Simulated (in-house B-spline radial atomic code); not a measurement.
Results of a calculation; reference values are marked as such.
**Correlation energy from the adiabatic connection: −V exp(−r²/w²), V = 17.7, w = 1.7**

Two electrons in a singlet, external potential −V exp(−r²/w²), V = 17.7, w = 1.7 (atomic units). Full CI in B-splines (partial waves to l = 8, correlation up to 0.6 % small) with the density held fixed gives W(λ) = <V_ee>_λ − U, and E_c is the integral of W(λ) − W(0) from 0 to 1.

```csv
λ,W(λ) − W(0) (hartree)
0,0.00000
0.02,-0.00196
0.05,-0.00487
0.12,-0.01155
0.25,-0.02353
0.4,-0.03671
0.6,-0.05326
0.8,-0.06875
1,-0.08326
```

(1) Integrate the table by the trapezoid rule.

(2) Now use only three numbers: W(0) = -1.3411, the initial slope W'(0) = -0.09829 (extrapolated from the first points) and the strong-coupling limit of the point-charge-plus-continuum model, W∞ = -1.8453. What do second-order theory and the interpolation W(λ) = W∞ + (W(0) − W∞)/√(1 + 2χλ) of Seidl, Perdew and Levy give?

## Answers

(1) The strips give -0.00002, -0.00010, -0.00057, -0.00228, -0.00452, -0.00900, -0.01220, -0.01520, which sum to -0.04389 hartree. The direct value, W(1) − W(0) + T_c with T_c = 0.03930, is -0.04396; the curve is convex, so chords lie above it and the trapezoids fall short in size by 0.15 %.

(2) Second order keeps the slope alone: E_c = W'(0)/2 = -0.04915, +12 % in size against -0.04396. Matching the slope fixes χ = W'(0)/(W∞ − W(0)) = -0.09829/(-0.50420) = 0.19494. Integrating, with s = √(1 + 2χ) = 1.178934, E_c = −(W(0) − W∞)(s − 1)/(s + 1) = −0.50420 × 0.178934/2.178934 = -0.04140 hartree, -5.8 % in size against the full result. At λ = 1 the formula gives W − W(0) = -0.07653 against -0.08326. Part of the miss can come from the model's W∞.
